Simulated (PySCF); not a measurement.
Excitations are Tamm–Dancoff values on a coarser integration grid. The basis has no diffuse functions, so Rydberg states are missing or too high.

Cartesian coordinates (Å):
SMILES: [Si](F)(CC)(F)CC
```xyz
17

C     -1.7884     0.7916     0.9647
C     -1.5313     0.2144    -0.4361
Si    -0.2333    -1.1310    -0.4608
F     -0.7897    -2.4181     0.3906
F     -0.0501    -1.6535    -2.0050
C      1.4419    -0.6479     0.2145
C      2.0669     0.5585    -0.5035
H     -2.5735     1.5745     0.9495
H     -0.8749     1.2537     1.3936
H     -2.1199     0.0033     1.6709
H     -1.2099     1.0121    -1.1412
H     -2.4637    -0.2098    -0.8677
H      1.3265    -0.4465     1.3021
H      2.1031    -1.5386     0.1427
H      3.0654     0.8101    -0.0922
H      1.4360     1.4667    -0.4078
H      2.1949     0.3606    -1.5872
```
Charge 0, spin multiplicity 1.

### Question
What is the computed HOMO–LUMO gap, T1 excitation (TDA) and S1 oscillator strength (PySCF with PBE-D3(BJ)/def2-TZVP // PBE-D3(BJ)/def2-SVP)?

### Answer

| Property | Value |
|---|---|
| HOMO–LUMO gap | 6.85 eV |
| T1 excitation (TDA) | 6.75 eV |
| S1 oscillator strength | 0.015 |
